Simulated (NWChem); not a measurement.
Program: NWChem. System: H3P2, charge 1, spin multiplicity 1, at the geometry of a parent with another charge or spin, in a state set for the comparison that need not be this species' ground state. Level: B3LYP/def2-TZVP, VWN1-RPA local correlation.

Job file:

```
start mol
memory heap 200 mb stack 900 mb global 1100 mb
charge 1
geometry units angstroms nocenter noautoz noautosym
  P      0.965856    -0.431159     0.428121
  P     -0.888767     0.314093    -0.469637
  H      1.689303     0.733612     0.010116
  H     -1.063498     1.503056     0.304711
  H     -1.782132    -0.480669     0.307910
end
basis spherical
  * library def2-tzvp
end
dft
  xc b3lyp
  semidirect memsize 60000000 filesize 0
  iterations 100
end
task dft energy
```

Output (cleaned and shortened):

```
             Northwest Computational Chemistry Package (NWChem) 7.3.0
             --------------------------------------------------------

                                NWChem Input Module
                                -------------------

 Scaling coordinates for geometry "geometry" by  1.889725989
 (inverse scale =  0.529177249)

                             Geometry "geometry" -> ""
                             -------------------------

 Output coordinates in angstroms (scale by  1.889725989 to convert to a.u.)

  No.       Tag          Charge          X              Y              Z
 ---- ---------------- ---------- -------------- -------------- --------------
    1 P                   15.0000     0.96585600    -0.43115900     0.42812100
    2 P                   15.0000    -0.88876700     0.31409300    -0.46963700
    3 H                    1.0000     1.68930300     0.73361200     0.01011600
    4 H                    1.0000    -1.06349800     1.50305600     0.30471100
    5 H                    1.0000    -1.78213200    -0.48066900     0.30791000

 Effective nuclear repulsion energy (a.u.)      80.2760375981

            Nuclear Dipole moment (a.u.)
            ----------------------------
        X                 Y               Z
 ---------------- ---------------- ----------------
     0.0000151178     0.0000170075    -0.0000056692


 Summary of "ao basis" -> "" (spherical)
 ------------------------------------------------------------------------------
       Tag                 Description            Shells   Functions and Types
 ---------------- ------------------------------  ------  ---------------------
 *                         def2-tzvp                  on all atoms

                                 NWChem DFT Module
                                 -----------------

 Summary of "ao basis" -> "ao basis" (spherical)
 ------------------------------------------------------------------------------
       Tag                 Description            Shells   Functions and Types
 ---------------- ------------------------------  ------  ---------------------
 P                         def2-tzvp                13       37   5s5p2d1f
 H                         def2-tzvp                 4        6   3s1p

 Summary of "ao basis" -> "ao basis" (spherical)
 ------------------------------------------------------------------------------
       Tag                 Description            Shells   Functions and Types
 ---------------- ------------------------------  ------  ---------------------
 P                         def2-tzvp                13       37   5s5p2d1f
 H                         def2-tzvp                 4        6   3s1p

            General Information
            -------------------
          SCF calculation type: DFT
          Wavefunction type:  closed shell.
          No. of atoms     :     5
          No. of electrons :    32
           Alpha electrons :    16
            Beta electrons :    16
          Charge           :     1
          Spin multiplicity:     1
          Use of symmetry is: off; symmetry adaption is: off
          Maximum number of iterations: 100
          AO basis - number of functions:    92
                     number of shells:    38
          Convergence on energy requested:  1.00D-06
          Convergence on density requested:  1.00D-05
          Convergence on gradient requested:  5.00D-04

              XC Information
              --------------
                         B3LYP Method XC Potential
[...]
 ---------------- ----- ----------------- --------- --------- ---------  ------
 d= 0,ls=0.0,diis     1   -684.1098118941 -7.64D+02  1.08D-02  3.57D+00     1.4
 d= 0,ls=0.0,diis     2   -684.1387354998 -2.89D-02  8.73D-03  9.48D-01     1.8
 d= 0,ls=0.0,diis     3   -684.1613706878 -2.26D-02  5.10D-03  2.82D-01     2.1
 d= 0,ls=0.0,diis     4   -684.2106433390 -4.93D-02  1.55D-03  2.31D-02     2.7
 d= 0,ls=0.0,diis     5   -684.2146434252 -4.00D-03  3.68D-04  2.21D-03     3.1
  Resetting Diis
 d= 0,ls=0.0,diis     6   -684.2150691875 -4.26D-04  5.51D-05  2.82D-05     3.6
 d= 0,ls=0.0,diis     7   -684.2150734005 -4.21D-06  3.65D-05  4.19D-06     4.1
 d= 0,ls=0.0,diis     8   -684.2150726259  7.75D-07  2.94D-05  7.89D-06     4.5
 d= 0,ls=0.0,diis     9   -684.2150739125 -1.29D-06  8.01D-06  1.29D-06     4.9
 d= 0,ls=0.0,diis    10   -684.2150741593 -2.47D-07  1.19D-06  1.43D-08     5.3

         Total DFT energy =     -684.215074159335
      One electron energy =    -1097.020994641265
           Coulomb energy =      379.823016000623
    Exchange-Corr. energy =      -47.293133116828
 Nuclear repulsion energy =       80.276037598134

 Numeric. integr. density =       31.999988081202

     Total iterative time =      5.0s

                       DFT Final Molecular Orbital Analysis
                       ------------------------------------

 Vector   14  Occ=2.000000D+00  E=-5.977449D-01
              MO Center= -2.0D-01, -1.0D-02,  2.6D-02, r^2= 2.9D+00
   Bfn.  Coefficient  Atom+Function         Bfn.  Coefficient  Atom+Function
  ----- ------------  ---------------      ----- ------------  ---------------
    52      0.301647  2 P  px                15     -0.271361  1 P  px
    88     -0.203022  5 H  s                 76     -0.162236  3 H  s
    49      0.136795  2 P  px                87     -0.133811  5 H  s
    12     -0.123108  1 P  px                43     -0.120728  2 P  px
     6      0.106305  1 P  px                75     -0.105342  3 H  s

 Vector   15  Occ=2.000000D+00  E=-5.714549D-01
              MO Center=  2.4D-01, -1.3D-02,  1.3D-01, r^2= 3.0D+00
   Bfn.  Coefficient  Atom+Function         Bfn.  Coefficient  Atom+Function
  ----- ------------  ---------------      ----- ------------  ---------------
     4      0.279940  1 P  s                 17      0.241641  1 P  pz
     5      0.221010  1 P  s                 54      0.211305  2 P  pz
    16     -0.206445  1 P  py                41     -0.202064  2 P  s
     3     -0.162771  1 P  s                 42     -0.151033  2 P  s
    82      0.148570  4 H  s                 76     -0.141999  3 H  s

 Vector   16  Occ=2.000000D+00  E=-5.167168D-01
              MO Center=  1.7D-02, -9.6D-02, -1.6D-01, r^2= 3.1D+00
   Bfn.  Coefficient  Atom+Function         Bfn.  Coefficient  Atom+Function
  ----- ------------  ---------------      ----- ------------  ---------------
    54      0.323502  2 P  pz                16      0.285052  1 P  py
    15     -0.215820  1 P  px                41     -0.196217  2 P  s
    57      0.178176  2 P  pz                42     -0.174103  2 P  s
     5     -0.159287  1 P  s                  4     -0.150675  1 P  s
    19      0.143705  1 P  py                51      0.139507  2 P  pz

 Vector   17  Occ=0.000000D+00  E=-4.036830D-01
              MO Center=  5.0D-01, -1.8D-01,  1.8D-01, r^2= 3.0D+00
   Bfn.  Coefficient  Atom+Function         Bfn.  Coefficient  Atom+Function
  ----- ------------  ---------------      ----- ------------  ---------------
    17      0.456342  1 P  pz                20      0.305768  1 P  pz
    54     -0.206722  2 P  pz                16      0.193358  1 P  py
    14      0.191605  1 P  pz                42      0.186394  2 P  s
     8     -0.162456  1 P  pz                41      0.161700  2 P  s
    57     -0.147238  2 P  pz                19      0.133447  1 P  py

 Vector   18  Occ=0.000000D+00  E=-2.380574D-01
              MO Center=  9.9D-02, -4.7D-02,  2.4D-02, r^2= 4.3D+00
   Bfn.  Coefficient  Atom+Function         Bfn.  Coefficient  Atom+Function
  ----- ------------  ---------------      ----- ------------  ---------------
    18      0.635597  1 P  px                55      0.593593  2 P  px
    42      0.469528  2 P  s                 15      0.379577  1 P  px
     5     -0.355798  1 P  s                 52      0.349568  2 P  px
    77     -0.230890  3 H  s                 57      0.208482  2 P  pz
    20      0.204682  1 P  pz                41      0.166848  2 P  s

 Vector   19  Occ=0.000000D+00  E=-2.091362D-01
              MO Center= -8.5D-02,  2.4D-01, -9.9D-02, r^2= 4.4D+00
   Bfn.  Coefficient  Atom+Function         Bfn.  Coefficient  Atom+Function
  ----- ------------  ---------------      ----- ------------  ---------------
    83      0.843751  4 H  s                 77      0.771150  3 H  s
     5     -0.606998  1 P  s                 56     -0.608911  2 P  py
    19     -0.338129  1 P  py                42     -0.319464  2 P  s
    55      0.295482  2 P  px                20      0.270719  1 P  pz
     4     -0.251368  1 P  s                 57     -0.232282  2 P  pz

 center of mass
 --------------
 x =   0.03555321 y =  -0.05398985 z =  -0.01914701

 moments of inertia (a.u.)
 ------------------
          87.505128434011          75.024146592025         -88.869912938948
          75.024146592025         261.566614969121          35.657894666081
         -88.869912938948          35.657894666081         258.429534988110

     Multipole analysis of the density
     ---------------------------------

     L   x y z        total         alpha         beta         nuclear
     -   - - -        -----         -----         ----         -------
     0   0 0 0      1.000000    -16.000000    -16.000000     33.000000

     1   1 0 0      0.106226      0.053105      0.053105      0.000015
     1   0 1 0      0.246114      0.123049      0.123049      0.000017
     1   0 0 1      0.223598      0.111802      0.111802     -0.000006

     2   2 0 0    -12.350227    -65.102203    -65.102203    117.854178
     2   1 1 0     -0.803185     17.340318     17.340318    -35.483822
     2   1 0 1      1.122226    -20.165005    -20.165005     41.452235
     2   0 2 0    -16.610709    -21.333836    -21.333836     26.056964
     2   0 1 1      0.058867      8.357249      8.357249    -16.655632
     2   0 0 2    -16.958862    -19.630896    -19.630896     22.302929

 Task  times  cpu:        5.3s     wall:        5.3s

 Total times  cpu:        5.3s     wall:        5.3s
```
